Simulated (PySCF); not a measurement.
H4PSi, SMILES [SiH3][PH], multiplicity 2. The structure is a stationary point at ωB97X-D3(BJ)/def2-TZVP. The isomer is the one that the SMILES or the coordinates give; other isomers of the formula were not compared.

Computed equilibrium geometry at ωB97X-D3(BJ)/def2-TZVP (PySCF confirms it by a frequency run) as bond lengths and angles, and its point group:
point group Cs.
Atoms: Si1 P2 H3 H4 H5 H6. Bond lengths (Å): Si1–P2 2.240, Si1–H3 1.485, Si1–H4 1.482, Si1–H5 1.485, P2–H6 1.421. Angles (°): P2–Si1–H3 110.3, P2–Si1–H4 109.3, P2–Si1–H5 110.3, H3–Si1–H4 109.1, H3–Si1–H5 108.8, H4–Si1–H5 109.1, Si1–P2–H6 91.6.
Charge 0, spin multiplicity 2.
